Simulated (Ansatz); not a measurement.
Cost and result up the ladder for `c1cc2ccc3ccc4cncc(c2c1)c34` (25 atoms). Charge 0, multiplicity 1. Geometry: r2SCAN-D4/def2-SVP.

```xyz
25

C    -3.348    0.608    1.475
C    -3.335    0.607    0.090
C    -1.996    0.363   -0.343
C    -1.632    0.297   -1.677
C    -0.365    0.066   -2.265
C     0.834   -0.152   -1.612
C     2.116   -0.385   -2.274
C     3.090   -0.563   -1.334
C     2.480   -0.450   -0.012
C     3.002   -0.544    1.265
N     2.220   -0.402    2.364
C     0.934   -0.168    2.203
C     0.253   -0.046    0.939
C    -1.158    0.210    0.896
C    -2.026    0.367    1.970
C     1.085   -0.197   -0.186
H    -4.225    0.766    2.106
H    -4.183    0.761   -0.578
H    -2.456    0.448   -2.385
H    -0.335    0.060   -3.360
H     2.242   -0.408   -3.358
H     4.149   -0.755   -1.519
H     4.066   -0.738    1.444
H     0.350   -0.061    3.125
H    -1.763    0.317    3.026
```

Ansatz on 6 threads of Intel Xeon 6975P-C on a shared host. Times are rough, and most runs start from the orbitals of an earlier one. PBE0-D4/def2-TZVP serves as the yardstick here, not as an exact answer. Differences are given only for rows in sets of like size (and for xTB, whose basis is part of the method), since another set adds its own error. Binding counts from free atoms at the same level (C triplet, N quartet, H doublet; other spins of the atoms weren't run), without zero-point energy or a counterpoise term.

B3LYP takes the VWN-RPA correlation. Correlated methods freeze 16 core orbitals. The rows differ in basis, and correlated rows in double-zeta sets carry the largest basis error.

Run but left out: HF/STO-3G, HF/6-31G (restricted singlet, unstable in another Hartree–Fock run and untested here).

Correlated methods converge slowly with the basis, most of all in double-zeta sets.

| level | functions | binding energy per atom (eV) | difference from PBE0-D4/def2-TZVP (eV) | remarks |
| --- | --- | --- | --- | --- |
| r2SCAN-D4/def2-TZVP (with forces) | 550 | 5.47 | -0.07 | – |
| PBE0-D4/def2-TZVP (with forces) | 550 | 5.54 | 0.00 | – |
| PBE-D4/def2-TZVP | 550 | 5.68 | 0.14 | – |
| B3LYP-D4/6-31G | 162 | 5.31 | – | – |
| MP2/def2-SVP | 269 | 5.39 | – | restricted SCF unstable |
| PBE0-D4/def2-SVP | 269 | 5.63 | – | – |
| PBE-D4/def2-SVP | 269 | 5.78 | – | – |

(1) Estimate how long each takes.

## Answers

(1) PBE-D4/def2-SVP 2.3 s; B3LYP-D4/6-31G 2.3 s; PBE0-D4/def2-SVP 3.9 s; PBE-D4/def2-TZVP 6.5 s; MP2/def2-SVP 8 s; r2SCAN-D4/def2-TZVP (with forces) 12 s; PBE0-D4/def2-TZVP (with forces) 26 s. On shared hardware such times vary by a factor of up to 3.
